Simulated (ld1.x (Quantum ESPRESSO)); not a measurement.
## technetium (Tc), TM semilocal: configuration errors across variants

Tc, norm-conserving Troullier–Martins (semilocal form), made with ld1.x (Quantum ESPRESSO) 7.5 (PBE, scalar-relativistic). Core [Kr], reference 4d5 5s2 5p0. Waves: 5p (bound, empty): rc 1.40 bohr; 4d (bound): rc 1.65 bohr; 5s (bound): rc 1.95 bohr. Local part: the s channel. Core correction: Bessel-smoothed model core inside 0.95 bohr.

All-electron excitation energies from the reference (eV): (1) 4d5 5s1 5p0 8.153; (2) 4d5 5s0 5p0 23.004; (3) 4d4 5s0 5p0 51.710; (4) 4d6 5s0 5p0 6.165; (5) 4d3 5s0 5p0 93.745; (6) 4d5 5s1.5 5p0 3.282; (7) 4d6 5s1 5p0 -0.939.

For the base: The 5p radius (1.40 bohr) lies inside the outermost node of the all-electron wave (1.45 bohr), which a nodeless pseudo-wave cannot match soundly.

In the semilocal form every listed channel keeps its own potential, so the choice of the local channel does not act on these tests. It acts once the file is put into the separable form.

A semilocal file is local in each channel, so a ghost entry of none says nothing of the separable form that plane-wave codes build from it.

2 further variants failed, have other tests or another functional or relativity, and are left out.

Errors AE − PS in meV (a dash: test not solved or not reliable):

| change | (1) | (2) | (3) | (4) | (5) | (6) | (7) | bound ghosts |
| --- | --- | --- | --- | --- | --- | --- | --- | --- |
| base | -1.5 | -24 | -176 | -86 | -795 | -0.5 | -43 | not determined |
| core correction Bessel-smoothed model core inside 0.72 bohr | -1.5 | -24 | -176 | -87 | -795 | -0.4 | -43 | not determined |
| wave 5p (bound): rc 1.40 bohr becomes 5p (bound): rc 0.94 bohr | -1.5 | -24 | -176 | -86 | -795 | -0.5 | -43 | not determined |
| local potential the d channel | -1.5 | -24 | -176 | -86 | -795 | -0.5 | -43 | not determined |
| wave 4d (bound): rc 1.65 bohr becomes 4d (bound): rc 1.18 bohr | -1.5 | -24 | -172 | -87 | -789 | -0.4 | -43 | not determined |

(1) Give the same row for: wave 5s (bound): rc 1.95 bohr becomes 5s (bound): rc 2.46 bohr.

Answers

(1) -8.3, -46, -115, -154, -613, -2.0, -78; bound ghosts: not determined.
